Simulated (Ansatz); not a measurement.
Geometry optimisation, UKS PBE/def2-SVP in Ansatz 0.2.0.

The input (input.yaml):

```yaml
crystal:
  periodic: [false, false, false]
  atoms:
    - { symbol: Mo, position_ang: [0.0, 0.0, 0.0] }
    - { symbol: Cl, position_ang: [0.0, 0.0, 2.56] }
    - { symbol: F, position_ang: [1.77, 0.0, 0.0] }
    - { symbol: F, position_ang: [0.0, 1.77, 0.0] }
    - { symbol: F, position_ang: [-1.77, 0.0, 0.0] }
    - { symbol: F, position_ang: [0.0, -1.77, 0.0] }
    - { symbol: F, position_ang: [0.0, 0.0, -1.77] }
    - { symbol: H, position_ang: [0.0, 0.0, 4.23] }
magnetization:
  spin_polarized: true
  initial_magnetization: 1
basis:
  gaussian: { orbitals: def2-SVP }
hamiltonian:
  xc: pbe
relax:
  f_tol: 0.15
  max_steps: 25
  restrain:
    - { distance: [1, 7], at: 2.57, k: 30.0 }
    - { distance: [0, 1], at: 2.31, k: 30.0 }
```

Run as:

```bash
$ ansatz run input.yaml --threads 4 --pin off --max-ram 5120MiB --backend cpu --events-out ev --progress --plain --runs-dir out
```

Question: Where does it end, and by what steps?

Answer: The forces met the threshold. The restraints hold the end off the free minimum; the threshold counts their pulls, which the force column leaves out. Restrained pairs: Cl2–H8 (1.67 → 2.57 Å), Mo1–Cl2 (2.56 → 2.30 Å). After 4 steps the energy has fallen by 0.713 eV (the restraints' own energy left out); H8 moved furthest, 0.63 Å.

| step | energy less start (eV) | largest force component (eV/Å) | accepted |
| --- | --- | --- | --- |
| 0 | 0.0000 | 3.551 | yes |
| 1 | -0.3648 | 2.073 | yes |
| 2 | -0.5411 | 1.275 | yes |
| 3 | -0.7027 | 0.301 | yes |
| 4 | -0.7126 | 0.339 | yes |

```xyz
8
Properties=species:S:1:pos:R:3
Mo -0.002 0.002 -0.020
Cl -0.030 0.030 2.283
F 1.844 -0.001 -0.043
F 0.001 1.848 -0.071
F -1.848 -0.001 -0.071
F 0.001 -1.844 -0.043
F 0.005 -0.005 -1.874
H 0.030 -0.030 4.857
```

The run took 50 s on 4 threads of Arm Neoverse V1, with other jobs on the host, peak memory 0.34 GiB.
